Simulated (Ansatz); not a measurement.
C$_{3}$H$_{7}$O$_{3}$ (SMILES COC(=[OH+])OC), charge +1, singlet, geometry from GFN2-xTB. Base run: Ansatz (a first-principles code) with CCSD(T)/cc-pVDZ.

The Ansatz input:
Ansatz 0.2 input:
```yaml
crystal:
  periodic: [false, false, false]
  atoms:
    - {symbol: C, position_ang: [2.36032587, 0.21027198, 0.09300496]}
    - {symbol: O, position_ang: [1.14551794, -0.55820417, 0.15594659]}
    - {symbol: C, position_ang: [-0.00951576, -0.02715137, 0.00403954]}
    - {symbol: O, position_ang: [-0.22212090, 1.23115050, -0.21869515]}
    - {symbol: O, position_ang: [-0.99568903, -0.82311189, 0.08402118]}
    - {symbol: C, position_ang: [-2.34622995, -0.34687137, -0.06931354]}
    - {symbol: H, position_ang: [2.39393837, 0.96155530, 0.88501374]}
    - {symbol: H, position_ang: [3.15559100, -0.51563358, 0.25805874]}
    - {symbol: H, position_ang: [2.49053887, 0.66328619, -0.89221433]}
    - {symbol: H, position_ang: [0.55192752, 1.82013155, -0.27546974]}
    - {symbol: H, position_ang: [-2.58196553, 0.38903115, 0.69983258]}
    - {symbol: H, position_ang: [-2.48650404, 0.09427892, -1.05644025]}
    - {symbol: H, position_ang: [-2.97267123, -1.22882050, 0.04465250]}
basis:
  gaussian:
    orbitals: cc-pVDZ
total_charge: 1
magnetization: {spin_polarized: false}
correlation: {method: ccsd_t}
```

Each row names what was changed in the base input (with any setting that the change needs).

```json
[
 {"change": "base", "ΔE vs base (kcal/mol)": "0.000", "MP2 correlation (Eh)": "-0.94743", "CC correlation without the perturbative part (Eh)": "-0.99283", "basis functions": "119", "core-seconds (rough)": "8"},
 {"change": "method = ccsd", "ΔE vs base (kcal/mol)": "?", "MP2 correlation (Eh)": "-0.94743", "CC correlation without the perturbative part (Eh)": "-0.99283", "basis functions": "119", "core-seconds (rough)": "6"},
 {"change": "diis_vectors = 2", "ΔE vs base (kcal/mol)": "0.000", "MP2 correlation (Eh)": "-0.94743", "CC correlation without the perturbative part (Eh)": "-0.99283", "basis functions": "119", "core-seconds (rough)": "10"},
 {"change": "method = rpa", "ΔE vs base (kcal/mol)": "-27.08", "MP2 correlation (Eh)": "-", "CC correlation without the perturbative part (Eh)": "-", "basis functions": "119", "core-seconds (rough)": "2"},
 {"change": "method = bccd", "ΔE vs base (kcal/mol)": "?", "MP2 correlation (Eh)": "-0.94743", "CC correlation without the perturbative part (Eh)": "-0.99072", "basis functions": "119", "core-seconds (rough)": "8"},
 {"change": "accuracy = high", "ΔE vs base (kcal/mol)": "-0.005", "MP2 correlation (Eh)": "-0.94743", "CC correlation without the perturbative part (Eh)": "-0.99283", "basis functions": "119", "core-seconds (rough)": "30"},
 {"change": "method = bccd_t", "ΔE vs base (kcal/mol)": "-0.184", "MP2 correlation (Eh)": "-0.94743", "CC correlation without the perturbative part (Eh)": "-0.99072", "basis functions": "119", "core-seconds (rough)": "10"},
 {"change": "electrons = outside_noble_gas", "ΔE vs base (kcal/mol)": "0.000", "MP2 correlation (Eh)": "-0.94743", "CC correlation without the perturbative part (Eh)": "-0.99283", "basis functions": "119", "core-seconds (rough)": "9"},
 {"change": "reference functional = pbe0", "ΔE vs base (kcal/mol)": "?", "MP2 correlation (Eh)": "-", "CC correlation without the perturbative part (Eh)": "?", "basis functions": "119", "core-seconds (rough)": "10"},
 {"change": "fitting = cc-pVTZ-JKFIT (mean field), cc-pVTZ-RIFIT (correlation)", "ΔE vs base (kcal/mol)": "0.103", "MP2 correlation (Eh)": "-0.94736", "CC correlation without the perturbative part (Eh)": "-0.99279", "basis functions": "119", "core-seconds (rough)": "7"}
]
```

**Question.** Fill in the missing entries.

**Answer.** 
- method = ccsd, ΔE vs base (kcal/mol): 18.05
- method = bccd, ΔE vs base (kcal/mol): 19.38
- reference functional = pbe0, ΔE vs base (kcal/mol): 1.25
- reference functional = pbe0, CC correlation without the perturbative part (Eh): -1.01958
